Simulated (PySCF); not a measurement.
**Dipole response of Cr(2+) (chromium, charge +2)**

[Ar] 3d4, high-spin 5D determinant. Computed with PySCF 2.14 in aug-cc-pwCVTZ, with the non-relativistic Hamiltonian (point nucleus). Coupled (time-dependent) response in atomic units; α is the mean over directions.

| method | mean α (bohr³) | α xx, yy, zz | C₆ (like pair) | S(−4) |
| --- | --- | --- | --- | --- |
| PW91 | 4.506 | 4.220, 4.220, 5.079 | 13.51 | 13.83 |

S(−4) is the Cauchy moment in α(ω) = α(0) + S(−4) ω² + …

α(iu) at PW91:

```
u (hartree)  α(iu) (bohr³)
          0          4.506
     0.0500          4.472
      0.100          4.376
      0.200          4.057
      0.300          3.679
      0.500          3.013
      0.750          2.417
       1.00          1.994
       1.50          1.431
       2.00          1.073
       3.00         0.6612
       5.00         0.3205
```

A single London oscillator, α(iu) = α/(1 + u²/ω²), gives C₆ = (3/4) ω α². Matching the computed C₆ needs ω = 4 × 13.51 / (3 × 4.506²) = 0.887 hartree.

For an ion, C₆ is the dispersion term alone; charge-induced terms of lower order in 1/R come first.

The components differ because the open shell of this determinant is not spherical; for a pure term their mean is the scalar polarisability.
